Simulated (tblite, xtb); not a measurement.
C₄H₉O₂, doublet, geometry from GFN2-xTB. Base run: GFN1-xTB (xtb 6.7.1).

Geometry (Å):
```xyz
15

C      2.4443    -1.0250    -0.3009
O      1.3172    -0.3087    -0.5658
C      0.4640    -0.0829     0.5274
C     -0.7837     0.6575     0.0389
C     -1.6111    -0.2201    -0.8962
O     -1.5029     1.0297     1.1964
H      2.4904    -1.6296     0.5870
H      3.0084    -1.2751    -1.1767
H      0.9632     0.5297     1.2906
H      0.1684    -1.0327     0.9944
H     -0.4523     1.5568    -0.5052
H     -1.9894    -1.0847    -0.3549
H     -2.4532     0.3379    -1.3016
H     -0.9864    -0.5593    -1.7173
H     -2.3444     1.4123     0.9242
```
Charge 0, spin multiplicity 2.
All else is at xtb's defaults.
Base energy -22.63061 Eh.

Programs used: tblite, xtb; a row that names a program was run with it.

Each row names what was changed in the base input (with any setting that the change needs).

```
change                                                      ΔE vs base (kJ/mol)  dipole (D)  G_solv (kcal/mol)  SCF cycles
----------------------------------------------------------  -------------------  ----------  -----------------  ----------
base                                                                       0.00        1.67                  -           9
etemp = 1000                                                               0.00        1.67                  -           9
alpb = thf                                                                -35.7        1.83              -8.89           9
etemp = 5000                                                              -1.52        1.74                  -           9
acc = 0.1                                                                  0.00        1.67                  -          10
alpb = cs2                                                               -18.84        1.70              -4.53           9
gbsa = water                                                             -22.81        1.86              -6.07           9
program = tblite; method = gfn1; option = (--etemp, 2000)                  0.00           -                  -           -
program = tblite; method = gfn1; option = --spin-polarized               -24.40           -                  -           -
acc = 30                                                                   0.00        1.67                  -           7
```

ALPB and GBSA are two models with their own fitted parameters for each solvent, which aren't always the measured dielectric constant.
